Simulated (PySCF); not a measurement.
## How methods differ on the ionisation energy of P⁺

P⁺ [Ne] 3s2 3p2 (3P) → P²⁺ [Ne] 3s2 3p1 (2P), as a difference of total energies. Computed with PySCF 2.14 in an uncontracted even-tempered set (22 s from 0.01 bohr⁻², ratio 2.5; 15 p from 0.013 bohr⁻², ratio 2.5; 6 d from 0.46 bohr⁻², ratio 2.7; 5 f from 0.69 bohr⁻², ratio 2.7), with the spin-free X2C one-electron Hamiltonian (Gaussian nucleus). Correlated levels: outer shells: 1s2 frozen; virtual orbitals above 40 to 60 times the deepest correlated orbital energy dropped. The calculations carry no spin-orbit coupling.

| method | ionisation energy (eV) | plus first-order spin-orbit estimate | difference from reference of that sum (eV) |
| --- | --- | --- | --- |
| UHF | 19.151 | 19.145 | -0.624 |
| LDA | 19.811 | 19.804 | +0.035 |
| PBE | 19.770 | 19.763 | -0.006 |
| PBE0 | 19.806 | 19.799 | +0.030 |
| r2SCAN | 19.929 | 19.922 | +0.153 |
| r2SCANh | 19.920 | 19.913 | +0.144 |
| r2SCAN0 | 19.905 | 19.899 | +0.130 |
| MP2 (outer shells) | 19.575 | 19.568 | -0.201 |
| SCS-MP2 (outer shells) | 19.487 | 19.481 | -0.288 |

Reference: 19.769 eV (semi-empirical (NIST evaluation); NIST Atomic Spectra Database, ionization energies).

A first-order spin-orbit estimate (lowest level to lowest level, LS coupling) adds -0.007 eV.
